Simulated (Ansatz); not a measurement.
One change: `C[B](N)[GaH2]` becomes `CNB(C)N`.

Ansatz, PBE0-D4/def2-TZVP geometries, multiplicity 1. Each molecule was computed in one conformer, which needn't be the lowest.

Scalar relativity is left out up to krypton.

| property | `C[B](N)[GaH2]` |
| --- | --- |
| HOMO energy (B3LYP/def2-TZVPP) / eV | -6.67 |
| size of the dipole moment (PBE/def2-TZVPP) / D | 2.62 |
| HOMO–LUMO gap (B3LYP/def2-TZVPP) / eV | 4.64 |
| HOMO energy (PBE/def2-TZVPP) / eV | -5.72 |
| size of the dipole moment (B3LYP/def2-TZVPP) / D | 2.55 |
| HOMO–LUMO gap (ωB97M-V/def2-TZVPP) / eV | 8.93 |

(1) Give the same properties after the change, and the shifts. (Best estimate.)

## Answers

(1) Ansatz gave: 
| property | `CNB(C)N` | shift |
| --- | --- | --- |
| HOMO energy (B3LYP/def2-TZVPP) / eV | -6.09 | 0.58 |
| size of the dipole moment (PBE/def2-TZVPP) / D | 1.16 | -1.46 |
| HOMO–LUMO gap (B3LYP/def2-TZVPP) / eV | 6.68 | 2.04 |
| HOMO energy (PBE/def2-TZVPP) / eV | -4.96 | 0.76 |
| size of the dipole moment (B3LYP/def2-TZVPP) / D | 1.11 | -1.44 |
| HOMO–LUMO gap (ωB97M-V/def2-TZVPP) / eV | 10.83 | 1.90 |

With PBE0 the HOMO rises by 0.53 eV and the LUMO rises by 2.71 eV, so the gap widens by about 2.18 eV. PBE moves the HOMO by 0.76 eV and ωB97M-V by 0.31 eV. Dipoles are sizes alone; their direction can turn.

B3LYP here is the variant with VWN-RPA as its local correlation; programs differ in this.
